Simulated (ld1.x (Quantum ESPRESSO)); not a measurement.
**Pb, RRKJ: configuration errors across variants**

```
Element                 : Pb
Generator               : ld1.x (Quantum ESPRESSO) 7.5
Type                    : norm-conserving RRKJ (Kleinman–Bylander form)
Functional              : LDA (PZ)
Relativity              : scalar-relativistic
Frozen core             : [Xe] 4f14 5d10
Valence charge          : 4
Reference configuration : 6s2 6p1 (charge +1)
Partial waves           : 6s (bound): rc 1.95 bohr; 6p (bound): rc 1.90 bohr
Local potential         : all-electron potential smoothed inside 1.85 bohr (lloc = -2)
Core correction         : a·sin(br)/r model core inside 1.35 bohr
rho0                    : 0.01
```

All-electron excitation energies from the reference (eV): (1) 6s2 6p2 -6.833; (2) 6s2 6p0 13.762; (3) 6s1 6p0 46.640; (4) 6s2 6p2.3 -7.691; (5) 6s1 6p3 1.988; (6) 6s1 6p2 9.598; (7) 6s2 6p1.5 -4.223; (8) 6s2 6p1 spin -0.145; (9) 6s2 6p2 spin -7.285.

Spin tests fill each open shell by Hund’s rule, majority spin first.

2 further variants failed, have other tests or too few solved ones, and are left out.

A true bound ghost makes a file unfit for plane-wave use even where its test errors are small: the radial tests pick states by their node count and pass the ghost by.

Errors AE − PS in meV (a dash: test not solved or not reliable):

| change | (1) | (2) | (3) | (4) | (5) | (6) | (7) | (8) | (9) | bound ghosts |
| --- | --- | --- | --- | --- | --- | --- | --- | --- | --- | --- |
| base | -7.6 | -48 | -418 | -10 | -6.4 | -26 | -1.9 | -2.0 | -10 | d |
| wave 6s (bound): rc 1.95 bohr becomes 6s (bound): rc 1.80 bohr | -7.5 | -47 | -418 | -10 | -7.4 | -27 | -1.9 | -2.0 | -9.9 | d |
| wave 6s (bound): rc 1.95 bohr becomes 6s (bound): rc 1.92 bohr | -7.5 | -48 | -418 | -10 | -6.7 | -27 | -1.9 | -2.0 | -10.0 | d |
| wave 6s (bound): rc 1.95 bohr becomes 6s (bound): rc 2.14 bohr | -7.5 | -48 | -416 | -10 | -5.9 | -26 | -1.9 | -2.0 | -10.0 | d |
| wave 6s (bound): rc 1.95 bohr becomes 6s (bound): rc 2.46 bohr | -7.2 | -46 | -417 | -9.8 | -10 | -30 | -1.8 | -2.0 | -9.5 | d |
| wave 6s (bound): rc 1.95 bohr becomes 6s (bound): rc 2.70 bohr | -6.7 | -44 | -426 | -9.1 | -19 | -39 | -1.6 | -1.8 | -8.7 | d |

Task: Give the same row for: wave 6s (bound): rc 1.95 bohr becomes 6s (bound): rc 2.88 bohr.

Result: -6.2, -42, -437, -8.4, -27, -49, -1.4, -1.6, -7.7; bound ghosts: d.
